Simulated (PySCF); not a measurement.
PySCF input (HF/def2-TZVPD):

```python
from pyscf import gto, scf, dft

mol = gto.M(
    atom='''
    Si    0.13654143   -0.02620673   -0.09218296
    O     1.43418357   -0.52612084   -0.78413738
    O     0.38602750    0.52000781    1.50110581
    O    -0.64709147    1.23116756   -0.91174043
    N    -1.23459484   -1.12926306    0.20133589
    H     1.33955656    0.56273030    1.61735775
    H    -1.51225398    1.37041286   -0.51569596
    H    -1.44826526   -1.68664601   -0.61812344
    H    -1.03341036   -1.77519765    0.95584772
    ''',
    basis='def2-tzvpd',
    charge=-1,
    spin=0,
    verbose=4,
)

mf = scf.RHF(mol).density_fit(auxbasis='def2-universal-jkfit')
mf.conv_tol = 1e-9
mf.max_cycle = 100
mf.max_memory = 1500
mf.kernel()
if not mf.converged:
    mf = mf.newton()
    mf.kernel(mf.make_rdm1())
mf.analyze()
```

End of the output:

```
Extra cycle  E= -570.641054099404  delta_E= -2.05e-11  |g|= 3.44e-06  |ddm|= 1.1e-05
converged SCF energy = -570.641054099404
**** SCF Summaries ****
Total Energy =                        -570.641054099404073
Nuclear Repulsion Energy =             253.081062469373165
One-electron Energy =                -1304.640798977389750
Two-electron Energy =                  480.918682408612597
Two-electron Coulomb Energy =          534.509405725640477
DFT Exchange-Correlation Energy =      -53.590723317027880
HOMO-LUMO gap [eV] =                    10.220041004629039
**** MO energy ****
MO #1   energy= -68.5852277140589  occ= 2
MO #2   energy= -20.3634263875972  occ= 2
MO #3   energy= -20.3614657032814  occ= 2
MO #4   energy= -20.2487079051109  occ= 2
MO #5   energy= -15.3573310712255  occ= 2
MO #6   energy= -5.92463269141461  occ= 2
MO #7   energy= -4.03353040297425  occ= 2
MO #8   energy= -4.03322952017069  occ= 2
MO #9   energy= -4.03203537032537  occ= 2
MO #10  energy= -1.1529224140766   occ= 2
MO #11  energy= -1.13067451959583  occ= 2
MO #12  energy= -0.989044368203977 occ= 2
MO #13  energy= -0.948119992696434 occ= 2
MO #14  energy= -0.533438248844298 occ= 2
MO #15  energy= -0.49618977837686  occ= 2
MO #16  energy= -0.465058125221699 occ= 2
MO #17  energy= -0.421668075248072 occ= 2
MO #18  energy= -0.387916179781634 occ= 2
MO #19  energy= -0.366460739471289 occ= 2
MO #20  energy= -0.316882532029039 occ= 2
MO #21  energy= -0.303523013948851 occ= 2
MO #22  energy= -0.293693820960858 occ= 2
MO #23  energy= -0.254374949262663 occ= 2
MO #24  energy= -0.205980102790235 occ= 2
MO #25  energy= -0.196203218625883 occ= 2
MO #26  energy= 0.179376364020787  occ= 0
MO #27  energy= 0.203842967225817  occ= 0
MO #28  energy= 0.221016874371551  occ= 0
MO #29  energy= 0.229409853424561  occ= 0
MO #30  energy= 0.250465280447331  occ= 0
MO #31  energy= 0.252397290460396  occ= 0
MO #32  energy= 0.26014543139695   occ= 0
MO #33  energy= 0.261810712544788  occ= 0
MO #34  energy= 0.288782820102591  occ= 0
MO #35  energy= 0.30537910060656   occ= 0
MO #36  energy= 0.31420363593414   occ= 0
MO #37  energy= 0.3209083476229    occ= 0
MO #38  energy= 0.33524901770312   occ= 0
MO #39  energy= 0.347836388302584  occ= 0
MO #40  energy= 0.357100675526729  occ= 0
MO #41  energy= 0.370572070624768  occ= 0
MO #42  energy= 0.374812137552174  occ= 0
MO #43  energy= 0.387034339317362  occ= 0
MO #44  energy= 0.428154799580882  occ= 0
MO #45  energy= 0.433035679326925  occ= 0
MO #46  energy= 0.441747023517383  occ= 0
MO #47  energy= 0.463192017272794  occ= 0
MO #48  energy= 0.478876825460925  occ= 0
MO #49  energy= 0.495192966136323  occ= 0
MO #50  energy= 0.500796646959192  occ= 0
MO #51  energy= 0.501947540676547  occ= 0
MO #52  energy= 0.512426110134359  occ= 0
MO #53  energy= 0.522473299402227  occ= 0
MO #54  energy= 0.527188039546373  occ= 0
MO #55  energy= 0.537299222128645  occ= 0
MO #56  energy= 0.540889203283619  occ= 0
MO #57  energy= 0.556604400201811  occ= 0
MO #58  energy= 0.558259325743797  occ= 0
MO #59  energy= 0.566302664252288  occ= 0
MO #60  energy= 0.575388470992845  occ= 0
MO #61  energy= 0.582786996699857  occ= 0
MO #62  energy= 0.602016444563918  occ= 0
MO #63  energy= 0.608882492305715  occ= 0
MO #64  energy= 0.634348395116007  occ= 0
MO #65  energy= 0.644740703441621  occ= 0
MO #66  energy= 0.659003348666192  occ= 0
MO #67  energy= 0.687958177808354  occ= 0
MO #68  energy= 0.693052923410156  occ= 0
MO #69  energy= 0.71361352562631   occ= 0
MO #70  energy= 0.727194646228312  occ= 0
MO #71  energy= 0.735066862150419  occ= 0
MO #72  energy= 0.760789253680939  occ= 0
MO #73  energy= 0.769500449577741  occ= 0
MO #74  energy= 0.784749780378919  occ= 0
MO #75  energy= 0.795622592708684  occ= 0
MO #76  energy= 0.820758690656759  occ= 0
MO #77  energy= 0.827541855231309  occ= 0
MO #78  energy= 0.847641594890686  occ= 0
MO #79  energy= 0.864176942244945  occ= 0
MO #80  energy= 0.885187528169571  occ= 0
MO #81  energy= 0.890361885178607  occ= 0
MO #82  energy= 0.899022222610976  occ= 0
MO #83  energy= 0.911598444803389  occ= 0
MO #84  energy= 0.941207850077377  occ= 0
MO #85  energy= 0.953543301092433  occ= 0
MO #86  energy= 0.960618323423672  occ= 0
MO #87  energy= 0.974857495481896  occ= 0
MO #88  energy= 0.993068540534425  occ= 0
MO #89  energy= 1.00875519416983   occ= 0
MO #90  energy= 1.03855299208301   occ= 0
MO #91  energy= 1.04850375766011   occ= 0
MO #92  energy= 1.07463596951108   occ= 0
MO #93  energy= 1.08698404559281   occ= 0
MO #94  energy= 1.10124412519281   occ= 0
MO #95  energy= 1.12213104078194   occ= 0
MO #96  energy= 1.1243375844369    occ= 0
MO #97  energy= 1.14537223335729   occ= 0
MO #98  energy= 1.15077744741626   occ= 0
MO #99  energy= 1.17509653178084   occ= 0
MO #100 energy= 1.20335700492822   occ= 0
MO #101 energy= 1.22012689156468   occ= 0
MO #102 energy= 1.24916151980518   occ= 0
MO #103 energy= 1.26019030471165   occ= 0
MO #104 energy= 1.27948422696009   occ= 0
MO #105 energy= 1.30645690089281   occ= 0
MO #106 energy= 1.30907042393925   occ= 0
MO #107 energy= 1.33906101112189   occ= 0
[...]
```

It need not be the lowest isomer of its formula. Whether it binds its extra electron was not tested at this geometry.
